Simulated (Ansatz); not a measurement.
Stepwise reaction of `[CH3][V]([CH3])(=[O])[OH]` with water, as a gas-phase model of exchange steps in deposition or etching. ΔE in kJ/mol; ΔG adds harmonic PBE0-D4 terms to CCSD(T)/CBS, at 1 bar.

Program: Ansatz. Geometries: PBE0-D4/def2-TZVP. ΔE: electronic, gas phase. CCSD(T)/CBS adds triple-zeta CCSD(T) − MP2 to the extrapolated MP2 energy (def2 sets, frozen cores). This one scheme is used for every species. DFT in def2-TZVPP. B3LYP here is the variant with VWN-RPA as its local correlation; programs differ in this. For V outer-core shells are correlated without core-valence functions, which leaves a few kJ/mol of doubt a bond. Scalar relativity is left out up to krypton. One conformer a species, not always the lowest.

```tsv
step	reaction	PBE-D4	B3LYP-D4	ωB97M-V	CCSD(T)/CBS	ΔG(600 K)
2	`[CH3][V](=[O])([OH])[OH]` + H₂O → `[O]=[V]([OH])([OH])[OH]` + CH₄	-156.5	-154.1	-143.7	-139.2	-118.4
```

Give the row of step 1, `[CH3][V]([CH3])(=[O])[OH]` + H₂O → `[CH3][V](=[O])([OH])[OH]` + CH₄. (An estimate is asked.)

The calculation gave: 
| step | reaction | PBE-D4 | B3LYP-D4 | ωB97M-V | CCSD(T)/CBS | ΔG(600 K) |
| --- | --- | --- | --- | --- | --- | --- |
| 1 | `[CH3][V]([CH3])(=[O])[OH]` + H₂O → `[CH3][V](=[O])([OH])[OH]` + CH₄ | -144.0 | -144.0 | -136.2 | -134.0 | -114.8 |

By hand: ΔE of the 2 steps together at CCSD(T)/CBS.

(-134.0) + (-139.2) = -273.2 kJ/mol, or -136.6 kJ/mol a step.

In ΔE each step is lower than the one before. All are downhill at CCSD(T)/CBS. ΔG lies between -118.4 and -114.8 kJ/mol a step. PBE-D4 differs from CCSD(T)/CBS by -17.3 to -10.0 kJ/mol a step. Only this route is followed, and other bonds may react first. Isolated molecules leave out the surface, adducts and barriers. Largest T1 diagnostic: 0.032.
